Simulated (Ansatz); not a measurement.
Members of the series SiXY, Y = hydroxy; each row names its spin state. Gas-phase values, no solvent. One relaxed conformer stands for each flexible species; it need not be the lowest. Strings in code marks are SMILES.

Quantity: adiabatic spin-state energy, in kcal/mol. HF references are unrestricted for open shells and restricted for singlets.

Case: `N[Si]O`: multiplicity 3 minus multiplicity 1. The other species in the difference include `N[Si]O` (neutral, multiplicity 1). Geometry of `N[Si]O` (neutral, multiplicity 3, Å):

```xyz
6

N      1.0838     0.2632     0.1015
Si    -0.2996    -0.7116    -0.1854
O     -1.8307    -0.0930     0.0023
H      1.6590     0.1201     0.9166
H      1.6072     0.6547    -0.6658
H     -2.2196    -0.2333     0.8689
```

Problem. What is the computed adiabatic spin-state energy (frozen-core CCSD(T)/cc-pVTZ // PBE0-D3(BJ)/def2-TZVP (Ansatz, a first-principles code))?

Solution. 59.9 kcal/mol.
